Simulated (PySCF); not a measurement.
A calculated (BP86, PySCF 2.14, jorge-DZP-DKH, scalar relativity by spin-free X2C-1e) atom or ion has these occupied shells.

```json
{"shell": "1s β", "electrons": "1", "orbital energy (eV)": "-7628.0", "rms radius, mean of both spins (bohr)": "0.0650"}
{"shell": "1s α", "electrons": "1", "orbital energy (eV)": "-7628.0", "rms radius, mean of both spins (bohr)": "0.0650"}
{"shell": "2s α", "electrons": "1", "orbital energy (eV)": "-939.46", "rms radius, mean of both spins (bohr)": "0.277"}
{"shell": "2s β", "electrons": "1", "orbital energy (eV)": "-937.27", "rms radius, mean of both spins (bohr)": "0.277"}
{"shell": "2p α", "electrons": "3", "orbital energy (eV)": "-810.39", "rms radius, mean of both spins (bohr)": "0.249"}
{"shell": "2p β", "electrons": "3", "orbital energy (eV)": "-808.74", "rms radius, mean of both spins (bohr)": "0.249"}
{"shell": "3s α", "electrons": "1", "orbital energy (eV)": "-142.98", "rms radius, mean of both spins (bohr)": "0.826"}
{"shell": "3s β", "electrons": "1", "orbital energy (eV)": "-138.10", "rms radius, mean of both spins (bohr)": "0.826"}
{"shell": "3p α", "electrons": "3", "orbital energy (eV)": "-105.71", "rms radius, mean of both spins (bohr)": "0.885"}
{"shell": "3p β", "electrons": "3", "orbital energy (eV)": "-100.94", "rms radius, mean of both spins (bohr)": "0.885"}
{"shell": "3d α", "electrons": "5", "orbital energy (eV)": "-47.306", "rms radius, mean of both spins (bohr)": "1.05"}
{"shell": "3d β", "electrons": "1", "orbital energy (eV)": "-43.340", "rms radius, mean of both spins (bohr)": "1.05"}
```

Problem. Name the element and its charge.

Solution. Co³⁺ (cobalt, charge +3), in [Ar] 3d6, high-spin 5D determinant.
